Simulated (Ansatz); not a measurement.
Reaction (cleavage of the Si–Si bond): `C=C=C[SiH2][SiH3]` + `CB(O)F` → `CB(F)O[SiH3]` + `C=C=C[SiH3]`

Calculated with Ansatz (gas phase, PBE0-D4/def2-TZVP geometries, no zero-point term in ΔE). CCSD(T)/CBS adds triple-zeta CCSD(T) − MP2 to the extrapolated MP2 energy (def2 sets, frozen cores). Each species was taken in one conformer, which may not be the lowest.

```json
{"species": "`C=C=C[SiH2][SiH3]`", "CCSD(T)/CBS(def2) energy (Eh)": "-697.05898"}
{"species": "`CB(O)F`", "CCSD(T)/CBS(def2) energy (Eh)": "-240.35473"}
{"species": "`CB(F)O[SiH3]`", "CCSD(T)/CBS(def2) energy (Eh)": "-530.66692"}
{"species": "`C=C=C[SiH3]`", "CCSD(T)/CBS(def2) energy (Eh)": "-406.77843"}
```

(1) Work out ΔE.

Largest T1 diagnostic among the species: 0.013.

Results:

(1) ΔE = (-530.66692) + (-406.77843) − (-697.05898) − (-240.35473) = -0.03164 Eh = -0.86 eV.

From PBE to PBE0 (25 % exact exchange), in def2-TZVPP and without D4, ΔE moves by −0.08 eV. In def2-TZVPP, CCSD(T) changes the Hartree–Fock value by +0.29 eV (the triples alone add +0.04 eV) and MP2 by +0.23 eV.
